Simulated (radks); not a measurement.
Ne4+, 6 electrons, occupied as 1s1 2s2 2p2 3s1 (not the ground configuration).

Method: non-relativistic Kohn-Sham, PBE, spin-polarised, spherical densities, point nucleus; open shells are filled with parallel spins first; computed with a radial shooting solver on a logarithmic mesh with Libxc functionals.

Energy parts (eV):
| part | energy |
|---|---|
| total | -2337.762 |
| kinetic | 2334.573 |
| electron-nucleus | -5152.257 |
| Hartree | 680.600 |
| exchange-correlation | -200.677 |

Orbitals (lengths in bohr, moments of r in powers of bohr; <r^-3> diverges for s and p1/2):
| orbital | occ. | eigenvalue (eV) | <r^4> | <r^2> | <r^-3> |
|---|---|---|---|---|---|
| 1s up | 1 | -1076.917 | 0.002473 | 0.03110 | - |
| 1s down | 0 | -1014.828 | 0.002696 | 0.03230 | - |
| 2s up | 1 | -158.5216 | 0.5786 | 0.5769 | - |
| 2s down | 1 | -148.4501 | 0.6519 | 0.6121 | - |
| 2p up | 2 | -140.6502 | 0.4444 | 0.4687 | 26.17 |
| 2p down | 0 | -128.3945 | 0.5418 | 0.5188 | 22.41 |
| 3s up | 1 | -49.6168 | 25.31 | 4.139 | - |

The highest occupied level is 3s up at -49.617 eV. The configuration is held as typed, so some empty levels lie below it. Spin moment in Bohr magnetons: 4. The spin density at the nucleus is 320.8 e/bohr^3 (1s 314.1, 2s 1.6, 3s 5.0), a Fermi contact field of 1.68e+04 T.
